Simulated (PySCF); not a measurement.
A run for PySCF: R-HF/3-21G on HISn (SMILES [SnH][I]), a point of a bond scan (R = 1.783 Å).

```python
from pyscf import gto, scf, dft, mp
from pyscf.data.elements import chemcore

mol = gto.M(
    atom='''
    Sn    0.45232825    0.91499533    0.96539677
    H     0.73028803    2.17687253   -0.26340839
    I    -0.44050378   -0.90427621   -0.90578170
    ''',
    basis='3-21g',
    charge=0, spin=0, verbose=3, max_memory=1800)
mf = scf.RHF(mol)
mf.conv_tol = 1e-8
mf.max_cycle = 100
mf.kernel()
if not mf.converged:
    mf = mf.newton().run(mf.mo_coeff, mf.mo_occ)
```

It printed:

```
converged SCF energy = -12884.1894431736
```

The run converged.

Cost: very roughly 1.8 core-seconds.
